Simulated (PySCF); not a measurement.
**Two-component Hartree-Fock for Pt (platinum, neutral)**

Start: [Xe] 4f14 5d8 6s1 6p1; 5d3/2 filled at m_j = -1/2, +1/2, +3/2; 5d5/2 filled at m_j = -3/2, -1/2, +1/2, +3/2, +5/2; 6s1/2 filled at m_j = +1/2; 6p3/2 filled at m_j = +3/2. Calculated with PySCF 2.14 in x2c-TZVPall-2c with one added diffuse shell each of s, p, d type (12s12p11d2f, 117 functions): generalised Hartree-Fock with the X2C-1e Hamiltonian and a Gaussian nucleus; spin-orbit coupling (SO) screened by Boettger's factors. This is a chosen level, not necessarily the ground level.

```
spinor shell  electrons  ε, screened SO (eV)  weight of nominal j (screened SO)  rms radius, screened SO (bohr)
       1s1/2          2             -78807.6                              1.000                          0.0194
       2s1/2          2             -13994.7                              1.000                          0.0782
       2p1/2          2             -13390.3                              1.000                          0.0663
       2p3/2          4             -11655.7                              1.000                          0.0741
       3s1/2          2              -3357.5                              1.000                           0.200
       3p1/2          2              -3087.0                              1.000                           0.191
       3p3/2          4              -2699.8                              1.000                           0.207
       3d3/2          4              -2254.6                              1.000                           0.182
       3d5/2          6              -2171.5                              1.000                           0.186
       4s1/2          2              -760.86                              1.000                           0.441
       4p1/2          2              -645.00                              1.000                           0.447
       4p3/2          4              -551.51                              1.000                           0.480
       4d3/2          4              -361.49                              1.000                           0.496
       4d5/2          6              -343.34                              1.000                           0.508
       5s1/2          2              -124.71                              1.000                            1.02
       4f5/2          6              -97.922                              0.998                           0.564
       4f7/2          8              -94.357                              0.999                           0.565
       5p1/2          2              -86.226                              0.995                            1.12
       5d5/2          5              -15.599                              0.700                            1.74
       5d3/2          3              -16.887                              0.804                            1.71
       6s1/2          1              -11.504                              0.995                            3.08
       6p3/2          1               -4.820                              1.000                            4.51
```

Q: Where does 5p3/2 lie, and what is the 5p spin-orbit splitting (screened SO)?

A: At -69.082 eV, 17.143 eV above 5p1/2.

| quantity | screened SO |
| --- | --- |
| E (hartree) | -18426.53567 |
| M_J | 6 |
| ⟨J²⟩ | 42.017 |
| ⟨L²⟩ | 20.431 |
| ⟨S²⟩ | 6.065 |

Each row is a mean over spinors that exchange with the open shell spreads, by up to 6.705 eV (5p3/2).

Rows whose weight is well below 1 are mixtures of j = l ± 1/2: exchange outweighs spin-orbit coupling there, and the label is only the starting occupation.

Breit and QED terms are absent; they matter most for the inner s and p1/2 levels.

Densities and radii are taken from the X2C orbitals without a picture-change correction, which distorts them close to the nucleus.
